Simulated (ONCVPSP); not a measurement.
Building the ONCV potential for Ge (PBE, scalar-relativistic).

- Element: Ge
- Generator: ONCVPSP 4.0.1
- Type: optimised norm-conserving Vanderbilt (ONCV)
- Functional: PBE
- Relativity: scalar-relativistic
- Frozen core: [Ar]
- Valence charge: 14
- Reference configuration: 3d10 4s1.5 4p2.5
- Partial waves: 4s: rc 1.70 bohr, ncon 4, nbas 8, qcut 3.2 1/bohr, 2 projectors, debl 3.7 Ha; 4p: rc 2.35 bohr, ncon 4, nbas 9, qcut 3.4 1/bohr, 2 projectors, debl 2.3 Ha; 3d: rc 1.35 bohr, ncon 4, nbas 9, qcut 9.9 1/bohr, 1 projector
- Local potential: polynomial inside 1.05 bohr (lpopt 5, dvloc0 1 Ha)
- Core correction: none

Calculated quality:

```
Cutoffs needed           : 48 Ha and 147 Ha (the cutoffs (Ha) at which the residual kinetic energy of the hardest occupied pseudo-wave falls to 1 and 0.1 mHa per electron)
Ghost test               : no bound ghost flagged; GHOST(+) flagged for s at 73.3 eV, p at 128.3 eV
Largest excitation error : -11 meV (all-electron minus pseudo) for 3d10 4s2 4p0, out of 4 test configurations
```

Generation and tests took about 3.8 s on one core of a shared server CPU.
